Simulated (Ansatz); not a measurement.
Stepwise reaction of `[OH][Sn]([OH])([Br])[Br]` with hydrogen, as a gas-phase model of exchange steps in deposition or etching. ΔE in kJ/mol; ΔG adds harmonic PBE0-D4 terms to CCSD(T)/CBS, at 1 bar.

Computed with Ansatz on PBE0-D4/def2-TZVP structures; ΔE is electronic, products minus reactants. CBS: MP2 limit from def2 TZ/QZ plus the TZ coupled-cluster correction, frozen cores. This one scheme is used for every species. DFT in def2-TZVPP. B3LYP here is the variant with VWN-RPA as its local correlation; programs differ in this. def2 core potentials past Kr. For Br, Sn outer-core shells are correlated without core-valence functions, which leaves a few kJ/mol of doubt a bond. Scalar relativity is left out up to krypton. One conformer a species, not always the lowest.

```json
{"step": "1", "reaction": "`[OH][Sn]([OH])([Br])[Br]` + H₂ → `[OH][SnH]([OH])[Br]` + HBr", "PBE-D4": "77.0", "B3LYP-D4": "77.9", "ωB97M-V": "72.8", "CCSD(T)/CBS": "80.6", "ΔG(600 K)": "71.8"}
{"step": "2", "reaction": "`[OH][SnH]([OH])[Br]` + H₂ → `[OH][SnH2][OH]` + HBr", "PBE-D4": "93.3", "B3LYP-D4": "93.2", "ωB97M-V": "90.4", "CCSD(T)/CBS": "97.1", "ΔG(600 K)": "92.7"}
```

Problem. By hand: ΔE of the 2 steps together at CCSD(T)/CBS.

Solution. (80.6) + (97.1) = 177.7 kJ/mol, or 88.8 kJ/mol a step.

In ΔE each step is higher than the one before. All are uphill at CCSD(T)/CBS. ΔG lies between 71.8 and 92.7 kJ/mol a step. PBE-D4 differs from CCSD(T)/CBS by -3.8 to -3.6 kJ/mol a step. Only this route is followed, and other bonds may react first. Isolated molecules leave out the surface, adducts and barriers. Largest T1 diagnostic: 0.014.
